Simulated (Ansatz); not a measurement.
Consider the ligand exchange at a Ge–C bond: `[NH2][GeH2][CH2]O` + `C=N` → `C=[N][GeH2][NH2]` + CH₃OH.

Isolated molecules relaxed with PBE0-D4/def2-TZVP in Ansatz; ΔE leaves out vibrations. CBS: MP2 limit from def2 TZ/QZ plus the TZ coupled-cluster correction, frozen cores. This one scheme is used for every species. Functionals use def2-TZVPP. For Ge outer-core shells are correlated without core-valence functions, which leaves a few kJ/mol of doubt a bond. Scalar relativity is left out up to krypton. Each species was taken in one conformer, which may not be the lowest.

**Question.** Is it downhill or uphill in electronic energy at CCSD(T)/CBS, and by how much? (Estimate.)

**Answer.** Ansatz gave: Downhill: ΔE = -23.7 kJ/mol.

**Question.** What do these levels give: ωB97X-V, B2PLYP, PBE, r2SCAN, PBE0, SCS-MP2/def2-TZVPP, CCSD/def2-TZVPP, CCSD(T)/def2-TZVPP, HF/def2-QZVPP, SCS-MP2/def2-QZVPP, HF/CBS(def2), MP2/CBS(def2)? (An estimate is asked.)

**Answer.** The calculation gave: ωB97X-V -24.3, B2PLYP -28.5, PBE -17.6, r2SCAN -23.1, PBE0 -21.0, SCS-MP2/def2-TZVPP -31.5, CCSD/def2-TZVPP -26.4, CCSD(T)/def2-TZVPP -24.7, HF/def2-QZVPP -46.2, SCS-MP2/def2-QZVPP -31.4, HF/CBS(def2) -46.3, MP2/CBS(def2) -27.3 kJ/mol.

Largest T1 diagnostic among the species: 0.012.

From PBE to PBE0 (25 % exact exchange), in def2-TZVPP and without D4, ΔE moves by −3.3 kJ/mol. In def2-TZVPP, CCSD(T) changes the Hartree–Fock value by +20.3 kJ/mol (the triples alone add +1.7 kJ/mol) and MP2 by +16.7 kJ/mol.
